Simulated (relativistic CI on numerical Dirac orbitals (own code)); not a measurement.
Hyperfine structure of Fe IX, mass number 57

Calculated at this level of theory: Dirac-Coulomb-Breit CI, separate exchange-only KLI orbitals for each configuration, model QED, unscaled Slater integrals (own radial code, finite nucleus).

Configurations in the expansion (outside the closed core [Ne]): 3s²3p⁶, 3s²3p⁵3d, 3s3p⁶3d, 3s²3p⁵4s, 3s²3p⁵4p, 3s²3p⁵4d, 3s3p⁶4s, 3s²3p⁵4f, 3s3p⁶4p, 3p⁶3d², 3p⁵3d³, 3p⁵3d²4s, 3p⁵3d²4p, 3p⁵3d²4d. Double excitations out of closed p, d and f shells are left out; levels of such configurations are missing from the list, as are those of other unlisted configurations, and high levels can miss mixing partners. These lack a partner that the ground configuration has and come out too high: 3s²3p⁵4f.

Nuclear spin I = 1/2, μ = 0.09064 μN (tables of Stone and Pyykkö). The electronic factors are computed for point nuclear moments, without core polarisation or the Bohr-Weisskopf and QED corrections.

```json
{"Level": "3s²3p⁵3d ³P°1", "E (cm⁻¹)": "402978", "A (MHz)": "-23.39"}
{"Level": "3s²3p⁵3d ³P°2", "E (cm⁻¹)": "408402", "A (MHz)": "-141.1"}
{"Level": "3s²3p⁵3d ³F°4", "E (cm⁻¹)": "420638", "A (MHz)": "320.7"}
{"Level": "3s²3p⁵3d ³F°3", "E (cm⁻¹)": "424393", "A (MHz)": "524.4"}
{"Level": "3s²3p⁵3d ³F°2", "E (cm⁻¹)": "429045", "A (MHz)": "878.6"}
{"Level": "3s²3p⁵3d ³D°3", "E (cm⁻¹)": "454446", "A (MHz)": "268.3"}
{"Level": "3s²3p⁵3d ¹D°2", "E (cm⁻¹)": "456706", "A (MHz)": "570.4"}
{"Level": "3s²3p⁵3d ³D°1", "E (cm⁻¹)": "459581", "A (MHz)": "19.1"}
```

Levels with J = 0, under 50 % of one LS term, or S terms without an open s electron are left out. Small factors come from cancelling terms and can be off by tens of per cent or more.

At this charge configurations can still be misplaced by up to about 7 % of their energy.

Q: Give the hyperfine levels of 3s²3p⁵3d ³F°4 relative to its centre of gravity.

A: With K = F(F + 1) − I(I + 1) − J(J + 1), E = AK/2: F = 7/2: -801.9, F = 9/2: 641.5 MHz.

LS names give the leading component of a level, which can be under half, so a name can repeat, a term be missing and a line seem to break the LS rules.
